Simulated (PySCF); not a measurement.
**What settings do to a single point of [Au(H2O)2]+**

The sound run of [Au(H2O)2]+ (singlet) uses PySCF 2.14.0, RKS B3LYP, Au def2-SVP with ECP60, O def2-SVP, H def2-SVP; non-relativistic Hamiltonian with scalar-relativistic core potentials where named; density fitting; no spin-orbit coupling, grid (50, 194), threshold 1e-8 Eh and 55 cycles, at the relaxed geometry:

```xyz
7

Au    0.0308    0.0278    0.0021
O    -0.0401    0.0328    2.0853
H     0.7209    0.3752    2.5846
H    -0.3841   -0.7476    2.5521
O     0.1024    0.1006   -2.0796
H     0.4538   -0.6592   -2.5741
H    -0.6565    0.4595   -2.5703
```

There Au1 has a Mulliken charge of 0.40 e and the dipole about the centre of mass is 1.43 D. Each run below changes one thing and starts from free metal ions and neutral atoms unless it says otherwise; with 55 cycles, smearing, a level shift and second-order steps follow where DIIS fails, and their cycles count. Energy shifts count from the sound run.

```json
{"change": "grid (40, 110)", "outcome": "converged", "cycles": "9", "energy shift (eV)": "0.0025", "largest force component (eV/Å)": "0.05", "charge on Au1 (e)": "0.40", "dipole about the centre of mass (D)": "1.43"}
{"change": "charge changed by +4, spin kept, limit 92 cycles", "outcome": "converged", "cycles": "18", "energy shift (eV)": "–", "largest force component (eV/Å)": "4.49", "charge on Au1 (e)": "2.16", "dipole about the centre of mass (D)": "1.70"}
{"change": "all coordinates × 0.94", "outcome": "converged", "cycles": "9", "energy shift (eV)": "0.62", "largest force component (eV/Å)": "2.88", "charge on Au1 (e)": "0.36", "dipole about the centre of mass (D)": "1.33"}
{"change": "threshold 1e-05", "outcome": "converged", "cycles": "7", "energy shift (eV)": "0.0000", "largest force component (eV/Å)": "0.00", "charge on Au1 (e)": "0.40", "dipole about the centre of mass (D)": "1.43"}
```

(1) How does the run with this change end: start from a density of up to 30 smeared cycles (not counted)?

Unsound on purpose, so not properties of the compound: charge changed by +4, spin kept, limit 92 cycles.

Forces carry noise of the integration grid, about 0.01 to 0.03 eV/Å.

Results:

(1) outcome converged, cycles 6, energy shift (eV) 0.0000, largest force component (eV/Å) 0.00, charge on Au1 (e) 0.40, dipole about the centre of mass (D) 1.43.
